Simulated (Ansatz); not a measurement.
This triplet is an excited state, 1.94 eV above the relaxed singlet at the level B3LYP/cc-pVTZ // PBE0-D3(BJ)/def2-TZVP (Ansatz, an electronic-structure program).

Method: PBE0-D3(BJ)/def2-TZVP run with Ansatz. No frequencies were computed at this level.

Ansatz 0.2 input:
```yaml
crystal:
  periodic: [false, false, false]
  atoms:
    - { symbol: C, position_ang: [-1.406903, -0.272348, 0.552627] }
    - { symbol: C, position_ang: [-0.203872, -0.173588, 0.410108] }
    - { symbol: Si, position_ang: [1.560061, -0.24195, 0.063089] }
    - { symbol: F, position_ang: [2.493262, 0.979376, 0.635294] }
    - { symbol: H, position_ang: [-2.442539, -0.291487, 0.724448] }
basis:
  gaussian: { orbitals: def2-tzvp }
hamiltonian:
  xc: pbe0
  dispersion: d3bj
relax:
  max_steps: 150
magnetization:
  spin_polarized: true
  initial_magnetization: 2
```

Output:

```
Functional definition: PBE0
828 factors; their error is unknown
mean field evaluation 1: about -12663.9077 eV, gradient 4.6e1 eV
mean field evaluation 2: about -12605.3237 eV, gradient 9.6e1 eV
mean field evaluation 4: about -12674.0303 eV, gradient 1.6e1 eV
mean field evaluation 8: about -12675.0929 eV, gradient 1.5e-1 eV
mean field evaluation 16: about -12675.1430 eV, gradient 7.7e-4 eV
mean field -12675.14303991 eV, -465.8029151962 hartree, gradient 5.5e-5 eV, S^2 2.010231; 0 other end points of the search recorded, 0 dependent functions left out
reference -12675.14306864 eV, -465.8029162521 hartree; 19, 17 occupied and 117, 119 virtual orbitals, 828 factors
relax step   1: F+E_penalty+E_count = -12675.22297834 eV  Δ(F+E_penalty+E_count) = +0.000e0 eV  max|allowed force component| = 9.398e-1 eV/Å  Δτ_max = 0.0000 Å  (36 SCF iters, accepted)
these checks for a lower state are left out or cut short: starts, cluster_reference, orbital_swaps, neighbouring_geometries, increment
828 factors; their error is unknown
mean field -12675.17253343 eV, -465.8039990631 hartree, gradient 1.5e-5 eV, S^2 2.010755; 0 other end points of the search recorded, 0 dependent functions left out
reference -12675.17256219 eV, -465.8040001199 hartree; 19, 17 occupied and 117, 119 virtual orbitals, 828 factors
relax step   2: F+E_penalty+E_count = -12675.25264887 eV  Δ(F+E_penalty+E_count) = -2.967e-2 eV  max|allowed force component| = 6.083e-1 eV/Å  Δτ_max = 0.0131 Å  (42 SCF iters, accepted)
these checks for a lower state are left out or cut short: starts, cluster_reference, orbital_swaps, neighbouring_geometries, increment
828 factors; their error is unknown
mean field evaluation 32: about -12675.1865 eV, gradient 1.2e-4 eV
mean field -12675.18653727 eV, -465.8045136948 hartree, gradient 2.1e-5 eV, S^2 2.011617; 0 other end points of the search recorded, 0 dependent functions left out
reference -12675.18656602 eV, -465.8045147511 hartree; 19, 17 occupied and 117, 119 virtual orbitals, 828 factors
relax step   3: F+E_penalty+E_count = -12675.26688565 eV  Δ(F+E_penalty+E_count) = -1.424e-2 eV  max|allowed force component| = 1.019e-1 eV/Å  Δτ_max = 0.0209 Å  (42 SCF iters, accepted)
these checks for a lower state are left out or cut short: starts, cluster_reference, orbital_swaps, neighbouring_geometries, increment
828 factors; their error is unknown
mean field -12675.18660633 eV, -465.8045162325 hartree, gradient 1.0e-5 eV, S^2 2.011943; 0 other end points of the search recorded, 0 dependent functions left out
reference -12675.18663505 eV, -465.8045172882 hartree; 19, 17 occupied and 117, 119 virtual orbitals, 828 factors
relax step   4: F+E_penalty+E_count = -12675.26687917 eV  Δ(F+E_penalty+E_count) = +6.476e-6 eV  max|allowed force component| = 2.956e-1 eV/Å  Δτ_max = 0.0082 Å  (42 SCF iters, rejected (line search))
these checks for a lower state are left out or cut short: starts, cluster_reference, orbital_swaps, neighbouring_geometries, increment
828 factors; their error is unknown
mean field -12675.18741551 eV, -465.8045459695 hartree, gradient 8.4e-6 eV, S^2 2.011615; 0 other end points of the search recorded, 0 dependent functions left out
reference -12675.18744424 eV, -465.8045470254 hartree; 19, 17 occupied and 117, 119 virtual orbitals, 828 factors
relax step   5: F+E_penalty+E_count = -12675.26773222 eV  Δ(F+E_penalty+E_count) = -8.466e-4 eV  max|allowed force component| = 7.755e-2 eV/Å  Δτ_max = 0.0040 Å  (41 SCF iters, accepted)
these checks for a lower state are left out or cut short: starts, cluster_reference, orbital_swaps, neighbouring_geometries, increment
828 factors; their error is unknown
mean field -12675.18836957 eV, -465.8045810304 hartree, gradient 1.2e-5 eV, S^2 2.011400; 0 other end points of the search recorded, 0 dependent functions left out
reference -12675.18839831 eV, -465.8045820864 hartree; 19, 17 occupied and 117, 119 virtual orbitals, 828 factors
relax step   6: F+E_penalty+E_count = -12675.26867405 eV  Δ(F+E_penalty+E_count) = -9.418e-4 eV  max|allowed force component| = 9.641e-3 eV/Å  Δτ_max = 0.0108 Å  (40 SCF iters, accepted)
these checks for a lower state are left out or cut short: starts, cluster_reference, orbital_swaps, neighbouring_geometries, increment
828 factors; their error is unknown
mean field -12675.18843074 eV, -465.8045832785 hartree, gradient 8.3e-6 eV, S^2 2.011345; 0 other end points of the search recorded, 0 dependent functions left out
reference -12675.18845949 eV, -465.8045843351 hartree; 19, 17 occupied and 117, 119 virtual orbitals, 828 factors
relax step   7: F+E_penalty+E_count = -12675.26873911 eV  Δ(F+E_penalty+E_count) = -6.506e-5 eV  max|allowed force component| = 6.487e-3 eV/Å  Δτ_max = 0.0045 Å  (41 SCF iters, accepted)
828 factors; their error is unknown
mean field evaluation 64: about -12675.1380 eV, gradient 2.1e-1 eV
mean field -12675.18843074 eV, -465.8045832785 hartree, gradient 4.0e-5 eV, S^2 2.011345; 1 other end points of the search recorded, 0 dependent functions left out
reference -12675.18845949 eV, -465.8045843351 hartree; 19, 17 occupied and 117, 119 virtual orbitals, 828 factors
Total energy: -12675.26876786 eV, -465.8075356132 hartree
Atom 0 at    -1.389241    -0.251706     0.564673 Å, force     0.006486    -0.003288    -0.000230 eV/Å
Atom 1 at    -0.186423    -0.182189     0.400015 Å, force    -0.005258    -0.003855    -0.003152 eV/Å
Atom 2 at     1.548598    -0.226031     0.074917 Å, force     0.003642     0.006407     0.003390 eV/Å
Atom 3 at     2.469972     0.960436     0.627993 Å, force    -0.005366    -0.004113    -0.001497 eV/Å
Atom 4 at    -2.442896    -0.300507     0.717968 Å, force     0.000496     0.004850     0.001490 eV/Å
Dipole moment:    -0.226248    -0.193534    -0.076919 e Å
```

Cost: roughly 26 core-seconds.
